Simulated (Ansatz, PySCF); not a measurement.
This PySCF input computes a PBE/def2-TZVPD energy:

```python
from pyscf import gto, scf, dft

mol = gto.M(
    atom='''
    C    -2.15890868   -0.40122079    0.06529227
    Si   -0.47210777   -0.07011249    0.01003441
    Cl    0.55773229   -1.21528958   -1.44085880
    Cl    0.40327315    1.87084237   -0.44457539
    Cl    0.51000232   -0.42280846    1.85072926
    H    -2.73504207   -0.06875326    0.92239537
    H    -2.70912891   -0.49900068   -0.86464690
    ''',
    basis='def2-tzvpd',
    charge=-1,
    spin=0,
    verbose=4,
)

mf = dft.RKS(mol, xc='pbe').density_fit(auxbasis='def2-universal-jkfit')
mf.grids.level = 3
mf.conv_tol = 1e-9
mf.max_cycle = 100
mf.max_memory = 1500
mf.kernel()
if not mf.converged:
    mf = mf.newton()
    mf.kernel(mf.make_rdm1())
mf.analyze()
```

### Question
Write an input for the same energy in Ansatz (a quantum-chemistry and plane-wave program) and say what it gives.

### Answer

Ansatz 0.2 input:
```yaml
crystal:
  periodic: [false, false, false]
  atoms:
    - {symbol: C, position_ang: [-2.15890868, -0.40122079, 0.06529227]}
    - {symbol: Si, position_ang: [-0.47210777, -0.07011249, 0.01003441]}
    - {symbol: Cl, position_ang: [0.55773229, -1.21528958, -1.44085880]}
    - {symbol: Cl, position_ang: [0.40327315, 1.87084237, -0.44457539]}
    - {symbol: Cl, position_ang: [0.51000232, -0.42280846, 1.85072926]}
    - {symbol: H, position_ang: [-2.73504207, -0.06875326, 0.92239537]}
    - {symbol: H, position_ang: [-2.70912891, -0.49900068, -0.86464690]}
basis:
  gaussian:
    orbitals: def2-TZVPD
hamiltonian:
  xc: {name: PBE}
total_charge: -1
output: {forces: true}
```
It gives -1708.89366 Eh, and PySCF -1708.89374 Eh, a difference of 0.08 mEh, from the treatment of integrals and grids.

It need not be the lowest isomer of its formula. Whether it binds its extra electron was not tested at this geometry.
